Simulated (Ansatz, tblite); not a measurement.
Cost and result up the ladder for Sn₂SeF₆ (relaxed from a model of (F3Sn)2Se, whose bonding it doesn't keep) (9 atoms). Total charge 0; singlet. Geometry: r2SCAN-D4/def2-SVP.

```csv
atom,x (Å),y (Å),z (Å)
Sn1,0.687,-1.417,-0.979
F2,-0.387,-2.614,-2.013
F3,2.327,-1.335,-1.959
F4,-0.163,0.383,-1.186
Se5,0.556,-1.234,1.481
Sn6,-0.525,1.072,1.001
F7,0.618,2.498,0.427
F8,-0.778,1.532,2.857
F9,-2.334,1.116,0.372
```

Ansatz on 4 threads of AMD EPYC 7R43 on a shared host; xTB runs through tblite on one thread. Times are rough, summed over both states, and most runs start from the orbitals of an earlier one. PBE0-D4/def2-SVP serves as the yardstick here, not as an exact answer. The other state is a triplet.

In the def2 sets Sn takes a core potential; there is no spin–orbit coupling. The xTB rows come from tblite.

xTB has no spin-polarisation term.

| level | functions | vertical triplet (eV) | difference from PBE0-D4/def2-SVP (eV) |
| --- | --- | --- | --- |
| GFN2-xTB | 51 | 1.95 | -1.45 |
| PBE-D4/def2-SVP | 168 | 3.22 | -0.18 |
| GFN1-xTB | 51 | 2.51 | -0.89 |
| PBE0-D4/def2-SVP | 168 | 3.40 | 0.00 |

Q: Estimate how long each takes.

A: GFN2-xTB 0.036 s; GFN1-xTB 0.044 s; PBE-D4/def2-SVP 6.8 s; PBE0-D4/def2-SVP 15 s. On shared hardware such times vary by a factor of up to 3.
